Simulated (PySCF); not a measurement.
Species: C4H7N3OSi.
Numbering: `[CH3:1][C:2](=[O:3])[c:4]1[cH:5][n:6][n:7]([SiH3:8])[n:9]1`

Cartesian coordinates in Å at the GFN2-xTB level; atoms count from 1:
```
atom  x, y, z in Å
C1    -2.3282   -1.3328    0.4045
C2    -2.1087    0.0228   -0.2069
O3    -3.0016    0.7280   -0.6179
C4    -0.7022    0.4422   -0.2715
C5    -0.1595    1.6456   -0.7809
N6     1.1454    1.5943   -0.6365
N7     1.3941    0.4218   -0.0687
Si8    3.0392   -0.0949    0.3257
N9     0.3173   -0.2921    0.1640
H10   -1.7824   -2.0792   -0.1676
H11   -1.9294   -1.3396    1.4161
H12   -3.3884   -1.5691    0.4167
H13   -0.6628    2.4821   -1.2171
H14    3.5581    0.8963    1.2631
H15    2.8330   -1.4160    0.9042
H16    3.7684   -0.1005   -0.9385
```

NICS = −σ at a ghost point: NICS(0) at the centroid of the ring atoms, NICS(1) 1 Å to either side along the normal of their mean plane, zz for the tensor component along that normal. Level: GIAO PBE0/pcSseg-1 (PySCF, non-relativistic, gas phase) on the GFN2-xTB geometry, one conformer.

Ring bond lengths (Å), with Mayer bond orders in brackets: C4–C5 1.415 (1.26), C5–N6 1.314 (1.56), N6–N7 1.326 (1.19), N7–N9 1.313 (1.24), N9–C4 1.330 (1.44).

Q: Give the NICS values of each ring in ppm.

A: 
```tsv
ring	type	NICS(0)	NICS(1), two faces	NICS(1)zz, two faces	rms pucker (Å)	centre to ring atoms, mean (Å)
C4–C5–N6–N7–N9	5-membered ring with 3 N; formal bonds all aromatic	-12.6	-13.3 / -13.3	-32.7 / -32.6	0.00	1.14
```

Q: What do they say, and how far can they be read as aromaticity?

A: 
- C4–C5–N6–N7–N9: mean NICS(1)zz -32.7 ppm, shielded, aromatic by this magnetic criterion (flat ring, no four-coordinate atom).

Q: What does the geometric index give? HOMA = 1 − mean of α(R − Ropt)² over the ring bonds, with Krygowski's 1993 parameters (CC: Ropt 1.388 Å, α 257.7 Å⁻²; CN: Ropt 1.334 Å, α 93.52 Å⁻²; NN: Ropt 1.309 Å, α 130.33 Å⁻²).

A: 
- C4–C5–N6–N7–N9: HOMA 0.95; the largest term is that of C4–C5, α(R − Ropt)² = 0.19. The geometric and the magnetic index point the same way.

Q: List the ring angles and the Hirshfeld charges of the ring atoms.

A: 
- C4–C5–N6–N7–N9: C4 107.1° (+0.002 e), C5 107.9° (-0.009 e), N6 105.5° (-0.128 e), N7 113.8° (+0.001 e), N9 105.7° (-0.107 e); sum 540.0° against 540° for a flat convex ring.

Q: What are the shieldings of the ring atoms and their hydrogens in the same run (means over atoms taken as equivalent)?

A: 
| atoms | environment | σ isotropic (ppm) |
| --- | --- | --- |
| C4 | substituted aromatic carbon | 32.6 |
| C5 | aromatic CH next to a ring nitrogen | 42.5 |
| N6 | pyridine-type nitrogen | -113.0 |
| N7 | pyrrole-type nitrogen | -4.2 |
| N9 | pyridine-type nitrogen | -123.9 |
| H13 | aromatic hydrogen | 23.24 |
